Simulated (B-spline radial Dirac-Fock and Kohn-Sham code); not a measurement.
**Levels of muonic ¹⁰⁰Sr**

Nucleus: ¹⁰⁰Sr, Fermi distribution (skin thickness 2.3 fm), rms radius 4.464 fm (measured, Angeli and Marinova 2013).

Input file task.json (cfg lists n, l and occupation; rrms is the nuclear radius in fm):

```json
{"items": [{
  "Z": 38,
  "q": 0,
  "cfg": [[1, 0, 2], [2, 0, 2], [2, 1, 6], [3, 0, 2], [3, 1, 6], [3, 2, 10], [4, 0, 2], [4, 1, 6], [5, 0, 2]],
  "A": 100,
  "rrms": 4.464,
  "do": "muonic",
  "nuclei": [[100, 99.935783, 4.464, "measured", "fermi"]]
}]}
```

Command: `python xray2_run.py task.json out`

These are calculated numbers from a B-spline atomic structure program; the model is the Dirac equation of a negative muon with reduced mass in the field of a spherical finite nucleus, with the Uehling potential to all orders; nuclear polarisation, deformation, hyperfine structure, self-energy, higher-order vacuum polarisation, relativistic recoil and electron screening are left out.

| level | binding (keV) | point nucleus, no QED (keV) | vacuum polarisation (keV) | ⟨r⟩ (fm) |
| --- | --- | --- | --- | --- |
| 1s1/2 | 3315 | 4139 | 22.731 | 12.4 |
| 2s1/2 | 925.7 | 1040 | 4.369 | 44.2 |
| 2p1/2 | 1039 | 1040 | 5.158 | 32.7 |
| 2p3/2 | 1022 | 1019 | 4.894 | 33.5 |
| 3s1/2 | 425.2 | 459.9 | 1.422 | 96.4 |
| 3p1/2 | 459.3 | 459.9 | 1.565 | 82.5 |
| 3p3/2 | 454.4 | 453.8 | 1.500 | 83.5 |
| 3d3/2 | 455.0 | 453.8 | 1.234 | 69.9 |
| 3d5/2 | 453.0 | 451.8 | 1.213 | 70.4 |

Q: By how much does the finite nuclear size lower the 1s binding energy?

A: By 847.0 keV, 20.47 % of the point-nucleus value (point value plus vacuum polarisation less the binding energy). The 1s orbit has ⟨r⟩ = 12.4 fm.
